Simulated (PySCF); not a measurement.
C6H14N2Si2.
SMILES with atom numbers: `[CH3:1][Si@@H:2]([SiH2:3][NH2:4])[C@H:5]1[CH2:6][C@H:7]([C:8]#[N:9])[CH2:10]1` (hydrogens: H11, H12, H13 on C1; H14 on Si2; H15, H16 on Si3; H17, H18 on N4; H19 on C5; H20, H21 on C6; H22 on C7; H23, H24 on C10)

Cartesian coordinates in Å at the PBE0-D3(BJ)/def2-SVP level; atoms count from 1:
```xyz
24
C6H14N2Si2 angstrom
C      1.2348    2.4805   -0.9647
Si     0.8918    0.6920   -0.4864
Si     2.5791   -0.2786    0.8237
N      2.2677   -1.9972    0.8112
C     -0.7620    0.5581    0.4326
C     -2.0110    0.6471   -0.4795
C     -2.0879   -0.8984   -0.4511
C     -3.3930   -1.5278   -0.3647
N     -4.4398   -2.0162   -0.2771
C     -1.1817   -0.8860    0.8045
H      1.3446    3.1110   -0.0687
H      0.4064    2.8857   -1.5672
H      2.1590    2.5639   -1.5557
H      0.7853   -0.1418   -1.7365
H      3.9411    0.1456    0.3388
H      2.4862    0.1721    2.2491
H      2.7651   -2.5908    1.4675
H      2.2030   -2.4589   -0.0905
H     -0.7434    1.2715    1.2726
H     -1.9162    1.1144   -1.4719
H     -2.8710    1.0975    0.0382
H     -1.5506   -1.3272   -1.3118
H     -1.7824   -0.9148    1.7252
H     -0.3995   -1.6577    0.8666
```

Theory: TDDFT wB97X-D/def2-SVPD, vertical, gas phase, core orbitals frozen in the response in PySCF 2.14.0, density-fitted response routines.

Kohn–Sham orbitals with the atoms that hold most of them (Löwdin shares over 4%, at most four atoms; ? is withheld):

| orbital | ε (eV) | atoms |
| --- | --- | --- |
| HOMO-3 | -10.68 | N9 21%, C8 14%, C7 11%, C5 9% |
| HOMO-2 | -10.32 | C5 25%, Si2 20%, C1 10%, C10 10% |
| HOMO-1 | -10.10 | ? |
| HOMO | -9.20 | ? |
| LUMO | 1.34 | Si3 24%, Si2 16%, N4 9%, H16 8% |
| LUMO+1 | 1.94 | Si2 19%, Si3 14%, H14 8%, H22 7% |
| LUMO+2 | 1.99 | Si3 21%, Si2 16%, C1 10%, H13 5% |

Problem. Give the leading atoms of the HOMO.

Solution. N4 (bonded to Si and 2 H) 32%; Si3 (bonded to N, Si and 2 H) 20%; Si2 (bonded to 2 C, Si and H) 14%; H15 (bonded to Si) 11%. By element: silicon 35%, nitrogen 32% or more, hydrogen 11% or more.

Problem. Which atoms hold the HOMO-1, and with what shares?

Solution. N4 (bonded to Si and 2 H) 32%; Si3 (bonded to N, Si and 2 H) 21%; Si2 (bonded to 2 C, Si and H) 13%; H16 (bonded to Si) 7%. By element: silicon 34%, nitrogen 32% or more, hydrogen 7% or more.

Problem. How does S1 compare with the orbital gap of 10.54 eV?

Solution. S1 is at 6.02 eV (f = 0.0062), 4.52 eV below the gap, made of HOMO→LUMO (87%). 

Next come S2 at 6.80 eV (f 0.013), HOMO→LUMO+1 (51%), HOMO-1→LUMO (20%), HOMO→LUMO+5 (10%); S3 at 7.00 eV (f 0.069), HOMO-1→LUMO (45%), HOMO→LUMO+2 (30%); S4 at 7.36 eV (f 0.022), HOMO→LUMO+2 (26%), HOMO→LUMO+1 (23%), HOMO-1→LUMO (16%); S5 at 7.46 eV (f 0.0011), HOMO-3→LUMO+3 (16%), HOMO-3→LUMO+5 (10%).

Löwdin shares depend on the basis, the more so with diffuse functions.

One conformer stands for the species.
